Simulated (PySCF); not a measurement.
One ligand Y is varied and pulled off as a radical: Zn(F)1–Y. Isolated molecules, 0 K electronic values unless said otherwise. One relaxed conformer stands for each flexible species; it need not be the lowest. Multiplicities are imposed; where one is given, others were not computed. Strings in code marks are SMILES.

All values below come from PBE-D3(BJ)/def2-TZVP // PBE-D3(BJ)/def2-SVP (PySCF). All candidates: neutral, multiplicity 1. 

```json
{
  "LUMO": "-1.39 eV",
  "HOMO–LUMO gap": "6.24 eV",
  "dipole_moment": "2.74 D"
}
```

### Question
Which member has these values?
(A) [Zn(F)(CH3)]
(B) [Zn(F)2]
(C) [Zn(F)(Br)]
(D) [Zn(F)(Cl)]

### Answer
A, [Zn(F)(CH3)]. The others give [Zn(F)(Br)]: -2.86 eV, 4.72 eV, 0.95 D; [Zn(F)(Cl)]: -2.85 eV, 5.12 eV, 0.60 D; [Zn(F)2]: -3.00 eV, 5.58 eV, 0.00 D
